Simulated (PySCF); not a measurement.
## Correlation energy of Ar²⁺ (argon, charge +2)

[Ne] 3s2 3p3 4s1, high-spin 5S determinant (an excited configuration). Calculation: PySCF 2.14, in aug-cc-pV(T+d)Z with one added diffuse shell each of s, p, d, f type (7s6p5d3f, 71 functions); the non-relativistic Hamiltonian (point nucleus). Frozen: [Ne]; 6 electrons correlated.

```csv
level,correlation energy (mhartree)
CCSD,-142.20
(T),-4.64
CCSD(T),-146.84
```

Diagnostics: T1 = 0.0082, D1 = 0.0280, largest double amplitude 0.055.

Task: Is a single reference adequate?

Result: Yes: T1 lies below 0.03 and no double amplitude reaches 0.07.
